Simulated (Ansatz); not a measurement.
Geometry optimisation, Ansatz 0.2.0, RKS r2SCAN-D4/def2-SVP.

The input (input.yaml):

```yaml
crystal:
  periodic: [false, false, false]
  atoms:
    - { symbol: Ge, position_ang: [-0.728006, -1.442035, -0.331753] }
    - { symbol: H, position_ang: [0.677103, -0.951804, -0.636573] }
    - { symbol: H, position_ang: [-0.803258, -2.946353, -0.638395] }
    - { symbol: H, position_ang: [-1.037605, -1.224912, 1.153928] }
    - { symbol: H, position_ang: [-1.741998, -0.69512, -1.199906] }
    - { symbol: H, position_ang: [0.430322, 2.166012, -0.08201] }
    - { symbol: O, position_ang: [-0.235449, 1.60523, 0.346241] }
    - { symbol: H, position_ang: [1.39477, 0.646585, 0.152893] }
    - { symbol: F, position_ang: [2.242428, 0.948579, -0.034277] }
    - { symbol: H, position_ang: [-0.198406, 1.893817, 1.269852] }
basis:
  gaussian: { orbitals: def2-SVP }
hamiltonian:
  xc: r2scan
  dispersion: d4
relax:
  f_tol: 0.03
  max_steps: 50
output:
  orbitals: {}
```

Launched with:

```bash
$ ansatz run input.yaml --threads 2 --pin off --max-ram 3072MiB --backend cpu --events-out ev --progress --plain --runs-dir out
```

Question: Where does it end, and by what steps?

Answer: The forces met the threshold. After 10 steps the energy has fallen by 0.126 eV; H6 moved furthest, 0.76 Å.

| step | energy less start (eV) | largest force component (eV/Å) | accepted |
| --- | --- | --- | --- |
| 0 | 0.0000 | 1.039 | yes |
| 1 | -0.0106 | 0.824 | yes |
| 2 | -0.0117 | 1.505 | yes |
| 3 | -0.0833 | 0.328 | yes |
| 4 | -0.0927 | 0.295 | yes |
| 5 | -0.1164 | 0.177 | yes |
| 6 | -0.1185 | 0.338 | yes |
| 7 | -0.1223 | 0.206 | yes |
| 8 | -0.1253 | 0.081 | yes |
| 9 | -0.1256 | 0.061 | yes |
| 10 | -0.1260 | 0.009 | yes |

```xyz
10
Properties=species:S:1:pos:R:3
Ge -0.729 -1.481 -0.325
H 0.715 -1.019 -0.523
H -0.916 -2.905 -0.868
H -1.096 -1.460 1.163
H -1.685 -0.548 -1.086
H -0.273 1.993 -0.327
O 0.047 1.575 0.484
H 1.599 0.974 0.261
F 2.456 0.651 0.038
H -0.118 2.221 1.183
```

Run time: 29 s on 2 threads of Intel(R) Xeon(R) Platinum 8488C (Sapphire Rapids), with other jobs on the host, peak memory 0.17 GiB.
